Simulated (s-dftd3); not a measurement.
F (SMILES [F-]), charge -1, singlet; D3(zero) for blyp in s-dftd3.

The s-dftd3 input:
```
$ s-dftd3 mol.xyz --zero blyp --json dftd3.json --noedisp --grad

# file mol.xyz
1

F      0.00000000     0.00000000     0.00000000
```

**Question.** Write the output that s-dftd3 gives for this input, abridged.

**Answer.** 
```
-----------------------------------
 s i m p l e   D F T - D 3  v1.4.0
-----------------------------------

Zero (Chai-Head-Gordon) damping: blyp-D3(0)
--------------------
  s6         1.0000
  s8         1.6820
  s9         0.0000
 rs6         1.0940
 rs8         1.0000
 alp        14.0000
--------------------

Dispersion energy:       0.0000000000000E+00 Eh

Gradient norm:           0.0000000000000E+00 Eh/a0
--------------------------------------------------
     #    Z           dE/dx      dE/dy      dE/dz
--------------------------------------------------
     1    9 F     0.000E+00  0.000E+00  0.000E+00
--------------------------------------------------

Virial:
--------------------------------------------------
      component           x          y          z
--------------------------------------------------
          x       0.000E+00  0.000E+00  0.000E+00
          y       0.000E+00  0.000E+00  0.000E+00
          z       0.000E+00  0.000E+00  0.000E+00
--------------------------------------------------

[Info] JSON dump of results written to 'dftd3.json'
```
